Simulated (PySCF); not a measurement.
Computed shifts of a molecule C₃H₅FOSi, HF/pcSseg-1 (PySCF), GIAO, gas phase, atoms alike by connectivity averaged where their shifts nearly agree, in ppm (number of nuclei): ¹³C: 110.7 (1), 86.2 (1), 46.4 (1). ²⁹Si: -25.8 (1). ¹⁹F: -154.4 (1). ¹H: 4.80 (1), 3.64 (1), 3.50 (1), 3.18 (1), 0.63 (1). References: ¹³C against TMS (σ = 192.6 ppm); ²⁹Si against TMS (σ = 393.8 ppm); ¹⁹F against CFCl3 (σ = 238.5 ppm); ¹⁷O against H2O (σ = 333.0 ppm); ¹H against TMS (σ = 31.99 ppm), references at their B3LYP-D3(BJ)/def2-TZVP geometries, non-relativistic. Geometry: ωB97X-D3(BJ)/def2-SVP. One conformer was computed; it need not be the lowest.

### Question
Pick the molecule that these values belong to.
(A) C#C[Si@H](F)CO
(B) C#CCO[SiH2]F
(C) C=C1O[SiH2][C@@H]1F
(D) O[Si@H]1CC=C1F

### Answer
A, C#C[Si@H](F)CO
